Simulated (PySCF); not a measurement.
(1E)-1-bromobuta-1,3-diene (C4H5Br), SMILES C=C/C=C/Br. Atoms are numbered in the order given.

```xyz
10

C     -0.3692    -3.6755     0.0000
C      0.3801    -2.5607     0.0000
C     -0.1678    -1.2122     0.0000
C      0.6021    -0.1132     0.0000
Br    -0.0915     1.6447     0.0000
H     -1.4625    -3.6261     0.0000
H      0.0853    -4.6687     0.0000
H      1.4731    -2.6464     0.0000
H     -1.2579    -1.1086     0.0000
H      1.6938    -0.1452     0.0000
```

Coordinates come from a B3LYP-D3(BJ)/def2-SVP optimisation. One conformer was computed; it need not be the lowest.

These are B3LYP-D3(BJ)/def2-SVP (PySCF) values and carry that method's errors.

Frequencies are harmonic and unscaled.

Computed harmonic wavenumbers and intensities:
| mode | ν (cm⁻¹) | IR (km/mol) | moving atoms (share of kinetic energy) |
|---|---|---|---|
| 1 | 146 | 0.7 | C 70 %, H 27 % |
| 2 | 160 | 0.9 | C 69 %, H 20 %, Br 11 % |
| 3 | 240 | 0.1 | C 61 %, H 37 % |
| 4 | 323 | 5.0 | C 59 %, Br 30 %, H 11 % |
| 5 | 453 | 0.3 | C 68 %, H 31 % |
| 6 | 647 | 1.3 | H 73 %, C 27 % |
| 7 | 759 | 40.3 | C 79 %, H 15 % |
| 8 | 834 | 19.3 | H 55 %, C 45 % |
| 9 | 931 | 20.9 | H 77 %, C 23 % |
| 10 | 954 | 2.5 | H 64 %, C 36 % |
| 11 | 966 | 24.6 | H 77 %, C 23 % |
| 12 | 1038 | 29.2 | H 91 %, C 9 % |
| 13 | 1167 | 1.5 | H 58 %, C 42 % |
| 14 | 1230 | 15.7 | H 73 %, C 27 % |
| 15 | 1293 | 10.8 | H 74 %, C 26 % |
| 16 | 1309 | 3.6 | H 76 %, C 24 % |
| 17 | 1429 | 3.8 | H 79 %, C 21 % |
| 18 | 1644 | 13.8 | C 89 %, H 11 % |
| 19 | 1705 | 25.0 | C 87 %, H 13 % |
| 20 | 3139 | 6.1 | H 95 % |
| 21 | 3148 | 4.0 | H 92 %, C 8 % |
| 22 | 3166 | 4.2 | H 92 %, C 8 % |
| 23 | 3205 | 8.7 | H 91 %, C 9 % |
| 24 | 3241 | 6.4 | H 89 %, C 11 % |
